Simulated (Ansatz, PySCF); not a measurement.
Gas-phase reaction in SMILES: NC1CCC1 -> N[C]1CCC1 + H atom (the C-H bond at the site shown breaks; other sites are not compared here)
Geometries: B3LYP-D3(BJ)/def2-TZVP minima from Ansatz (a program for electronic structure), one conformer each, not searched for the lowest.

Property: bond dissociation energy (enthalpy at 298 K, with B3LYP-D3(BJ) rigid-rotor harmonic-oscillator terms from PySCF), in eV. Cores are frozen in the correlated levels unless marked. Open shells are spin-unrestricted. No spin-orbit coupling. No relativistic terms. Basis-set limits of correlation are two-point, X^-3; Hartree-Fock from the larger set. The bracket is a focal-point correction in the basis named.

| level | program | bond dissociation energy (eV) |
|---|---|---|
| B97M-V/def2-TZVPD | Ansatz | 3.84 |
| PBE0/def2-TZVP | Ansatz | 3.73 |
| BHLYP-D4/def2-TZVPD | Ansatz + dftd4 | (withheld) |
| r2SCAN0-D4/def2-TZVPD | Ansatz + dftd4 | 3.72 |
| HSE06-D3(BJ)/def2-TZVPD | Ansatz + dftd3 | (withheld) |
| CAM-B3LYP/def2-TZVPD | Ansatz | (withheld) |
| PBE-QIDH/def2-TZVPD | Ansatz | 3.84 |
| RPA@PBE/cc-pVTZ | Ansatz | 3.96 |
| SCS-MP2/6-31G | Ansatz | 3.56 |
| CCSD/6-31G* | Ansatz | 3.69 |
| RI-MP2/CBS(cc-pVTZ,cc-pVQZ)+[CCSD(T)-MP2]/cc-pVTZ | Ansatz | (withheld) |

Q: Some entries are withheld; supply them.

A: 
- BHLYP-D4/def2-TZVPD, bond dissociation energy (eV): 3.82
- HSE06-D3(BJ)/def2-TZVPD, bond dissociation energy (eV): 3.74
- CAM-B3LYP/def2-TZVPD, bond dissociation energy (eV): 3.83
- RI-MP2/CBS(cc-pVTZ,cc-pVQZ)+[CCSD(T)-MP2]/cc-pVTZ, bond dissociation energy (eV): 4.04
